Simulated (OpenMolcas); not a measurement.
## Cr4+: moving or changing the point charges

Cr4+ among 6 point charges of -2 e arranged as a tetragonal octahedron (D4h), 1.78 Å from the ion, with the axial distance 1.940 Å.

```
Program             : OpenMolcas 26.06
Method              : SS-CASPT2, IPEA 0.25 Eh, imaginary shift 0.1 Eh (closed shells correlated: 3s 3p)
Basis               : ANO-RCC-VDZP [5s4p2d1f]
Scalar Hamiltonian  : DKH2, point nucleus
Active space        : 2 electrons in 5 orbitals (3d)
State averaging     : 2S+1 = 3 even, 10 roots; 2S+1 = 1 even, 15 roots
Spin-orbit coupling : RASSI with atomic mean-field integrals over the reference wave functions
```

Runs around this geometry, states (labels of D4, the rotations of D4h). Energies in cm-1 above the lowest state or level, χT in cm3 K/mol.

| R (Å) | q (e) | Axial / equatorial distance | Ground state | First state of that spin | First gap with spin-orbit (degeneracies) | χT at 300 K | First state of another spin |
| --- | --- | --- | --- | --- | --- | --- | --- |
| 1.78 | -1 | 1.09 | 3A2 | 3E 470 | 120 (1, 2) | 0.596 | 1B2 13640 |
| 1.7 | -2 | 1.09 | 3A2 | 3E 1450 | 64 (1, 2) | 0.760 | 1B2 14280 |
| 1.78 | -2 | 1.09 | 3A2 | 3E 890 | 87 (1, 2) | 0.678 | 1B2 14130 |
| 1.9 | -2 | 1.09 | 3A2 | 3E 1020 | 98 (1, 2) | 0.671 | 1B2 13910 |
| 1.78 | -2 | 1.18 | 3A2 | 3E 1920 | 69 (1, 2) | 0.759 | 1B2 14030 |

Scaling the charges by -1 / -2 = 0.50 scales the first state of the same spin by 470 / 890 = 0.53; with fixed orbitals a first-order splitting would follow the charge.

Free-ion shares, where given, are those of the reference states; single-state CASPT2 does not remix them. Point charges carry no covalency, so the field is a model and not that of real ligands. No measured value stands beside these numbers.
